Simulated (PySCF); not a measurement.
Question: Give a PBE0-D3(BJ)/def2-SVP geometry of `C#C[Si@@H]1C=C(Cl)S1`.

Answer: 
```xyz
10
C4H3ClSSi angstrom
C      2.8986    0.2538   -0.2797
C      1.8121   -0.0730    0.1603
Si     0.1891   -0.5653    0.8240
C     -1.2764   -0.4346   -0.2914
C     -1.8489    0.5534    0.4273
Cl    -3.3485    1.3295    0.1278
S     -0.8737    1.0549    1.8424
H      3.8579    0.5451   -0.6709
H      0.3317   -1.7856    1.6588
H     -1.6828   -0.8977   -1.1892
```

Orientation and origin are arbitrary. Atoms count from 1 in this order. Si3 (SiH silicon) has angles from 81.0° to 118.3°. The 2 C–C bonds span 1.217 Å (C1≡C2, drawn triple) to 1.349 Å (C4=C5, drawn double), a spread of 0.132 Å. The 4-membered ring Si3–C4–C5–S7 has internal angles of 71.9° to 113.3°; it is planar, 0.01 Å rms from its mean plane, widest ring torsion 1°. The 2 C–Si bonds span 1.821 Å (C2–Si3, drawn single) to 1.846 Å (Si3–C4, drawn single), a spread of 0.025 Å.

Bonds between heavy atoms (Å): C1≡C2 1.217, C2–Si3 1.821, Si3–C4 1.846, C4=C5 1.349, C5–Cl6 1.715, C5–S7 1.790, Si3–S7 2.189.

Computed, not measured: PBE0-D3(BJ)/def2-SVP geometry optimisation, gas phase in PySCF 2.14.0.

Point group: C1 (no symmetry element, even within 0.4 Å). Not checked by PBE0-D3(BJ)/def2-SVP frequencies.
